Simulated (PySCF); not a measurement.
C3H8AlCl, SMILES C[CH]([AlH][Cl])C at its PBE0/def2-SVP optimised geometry (Å):

```
13

Al    -0.0675    -1.1020     0.0000
Cl     2.0519    -1.1020     0.0000
H     -0.7581    -2.5280     0.0291
C     -0.9757     0.6433     0.0000
C     -0.5011     1.5469    -1.1415
C     -0.8072     1.3304     1.3610
H     -2.0519     0.4297    -0.1458
H     -1.0085     2.5280    -1.1103
H      0.5825     1.7426    -1.0817
H     -0.7009     1.1133    -2.1354
H     -1.2117     0.7313     2.1944
H     -1.3310     2.3032     1.3831
H      0.2532     1.5351     1.5861
```

Calculation: PBE0/def2-TZVP run with PySCF. Cells within 0.4 Å of a nucleus heavier than hydrogen are left out (blank, or x).

Map of the electron localisation function on the plane z = 1.0 Å:

```
|0000000000000000000000000000000|
|0000000000000000000000000000000|
|0000000000000000000000000000000|
|0000000000000000000000000000000|
|0000000001232000000000000000000|
|0000000026887300000000000000000|
|0000000179999610000000000000000|
|0000000289999721110000000000000|
|0000000179999733564100000000000|
|0000000037999657897200000000000|
|0000000003676468998200000000000|
|0000000001462x68996000000000000|
|0000000001367665551000000000000|
|0000000000257752100000110000000|
|0000000000134431000023432000000|
|0000000000012332000356653100000|
|0000000000012453113577775310000|
|0000000000012321125778876410000|
|0000000000001100036788886410000|
|0000000000012200036788876410000|
|0000000000257752125678876310000|
|0000000003799996112567765200000|
|0000000017999998200245543100000|
|0000000028999998200023321000000|
|0000000017999998200001100000000|
|0000000003899998200000000000000|
|0000000000378985100000000000000|
|0000000000012320000000000000000|
|0000000000000000000000000000000|
|0000000000000000000000000000000|
|0000000000000000000000000000000|
```
Scale: ten equal steps from 0.000 (start of '0') to 0.999 (end of '9'), in the order '0123456789'; x runs from -5.00 to 5.00, y from -5.00 (bottom) to 5.00 (top).
